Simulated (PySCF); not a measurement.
**Electronic structure of B+ (boron, charge +1) at the UHF level**

Configuration: [He] 2s1 3d1, high-spin 3D determinant (an excited configuration). Calculation: PySCF 2.14, in dyall-av3z; no relativity, point nucleus.

| Property | Result |
| --- | --- |
| Total energy | -23.603766 hartree |
| One-electron energy | -28.6985 hartree |
| Hartree (Coulomb) energy | 8.4320 hartree |
| Exchange energy | -3.3372 hartree |
| Kinetic energy | 23.62706 hartree |
| ⟨S²⟩ | 2.0000 |
| ⟨L²⟩ | 6.000 |
| Sum of ⟨r⟩ | 6.951 bohr |
| Sum of ⟨r²⟩ | 27.75 bohr² |
| Traceless quadrupole moment −½Σ⟨3z² − r²⟩ along its main axis | 6.92 e·bohr² |
| Density at the nucleus (Gaussians lack the cusp) | 70.7 bohr⁻³ |
| Spin density at the nucleus | 2.41 bohr⁻³ |
| Langevin diamagnetic susceptibility | -22.0 ×10⁻⁶ cm³/mol |

```json
{"shell": "1s α", "electrons": "1", "mean orbital energy (eV)": "-233.92", "rms radius, mean of both spins (bohr)": "0.377"}
{"shell": "1s β", "electrons": "1", "mean orbital energy (eV)": "-232.20", "rms radius, mean of both spins (bohr)": "0.377"}
{"shell": "2s α", "electrons": "1", "mean orbital energy (eV)": "-31.331", "rms radius, mean of both spins (bohr)": "1.79"}
{"shell": "3d α", "electrons": "1", "mean orbital energy (eV)": "-6.203", "rms radius, mean of both spins (bohr)": "4.92"}
```

The outer electron is Rydberg-like, and this basis confines it to a smaller radius and binds it less than a complete one would.

Spin-orbit constants ζ (cm⁻¹) from the X2C one-electron operator on these orbitals (non-relativistic here): bare nucleus, nucleus screened by l(l+1)(2l+1)/3 electrons, and screened by the Breit-Pauli mean field of the electrons.

```
shell    bare  screened nucleus  mean field
   3d  0.8242            0.3297      0.2962
```

To first order the Landé constant is A = 0.1481 cm⁻¹, so the lowest level has J = 1 and lies 5.51e-05 eV below the centre of the term. This holds in LS coupling only.
